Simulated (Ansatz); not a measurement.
`C=[CH][Al]([F])[SiH3]` + `OB(O)[SiH3]` → `OB([SiH3])O[SiH3]` + `C=[CH][AlH][F]`  (cleavage of the Si–Al bond)

Computed with Ansatz on PBE0-D4/def2-TZVP structures; ΔE is electronic, products minus reactants. CBS: MP2 limit from def2 TZ/QZ plus the TZ coupled-cluster correction, frozen cores. DFT in def2-TZVPP. B3LYP here is the variant with VWN-RPA as its local correlation; programs differ in this. Each species was taken in one conformer, which may not be the lowest.

(1) Is it downhill or uphill in electronic energy at CCSD(T)/CBS, and by how much? (An estimate is asked.)

(2) What do these levels give: r2SCAN-D4, B3LYP-D4, ωB97M-V, B2PLYP, PBE0, B3LYP, HF/def2-TZVPP, MP2/def2-TZVPP, CCSD(T)/def2-TZVPP, HF/def2-QZVPP, HF/CBS(def2), CCSD/CBS(def2)? (Best estimate.)

Largest T1 diagnostic among the species: 0.014.

Results:

(1) Computed: Downhill: ΔE = -92.7 kJ/mol.

(2) Ansatz gave: r2SCAN-D4 -86.8, B3LYP-D4 -93.6, ωB97M-V -97.4, B2PLYP -95.6, PBE0 -73.4, B3LYP -90.0, HF/def2-TZVPP -114.2, MP2/def2-TZVPP -100.7, CCSD(T)/def2-TZVPP -91.5, HF/def2-QZVPP -116.5, HF/CBS(def2) -116.8, CCSD/CBS(def2) -95.4 kJ/mol.

From PBE to PBE0 (25 % exact exchange), in def2-TZVPP and without D4, ΔE moves by −8.5 kJ/mol. In def2-TZVPP, CCSD(T) changes the Hartree–Fock value by +22.7 kJ/mol (the triples alone add +2.7 kJ/mol) and MP2 by +13.5 kJ/mol. The D4 term adds −3.6 kJ/mol with B3LYP and −1.8 kJ/mol with PBE0; it sums over pairs of atoms, weighted by their polarisabilities, and B3LYP, whose exchange is more repulsive, gets the larger term.
